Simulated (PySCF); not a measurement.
## Correlation energy of Cu⁺ (copper, charge +1)

[Ar] 3d10, closed-shell 1S. Computed with PySCF 2.14 in 6-31G* (5s4p2d1f, 34 functions), with no relativity, point nucleus. Frozen: [Ar]; 10 electrons correlated.

Total MP2 correlation energy: -241.84 mhartree.

Same-spin part -88.24 and opposite-spin part -153.60 mhartree; SCS-MP2 scales them by 1/3 and 6/5 to -213.73 mhartree.

```csv
level,correlation energy (mhartree)
CCSD,-213.29
(T),-5.73
CCSD(T),-219.02
```

Diagnostics: T1 = 0.0053, D1 = 0.0075, largest double amplitude 0.031.

Cost of the coupled-cluster step: 0.12 s of wall time on 1 thread of Neoverse-V1 (shared host), for 10 correlated electrons.
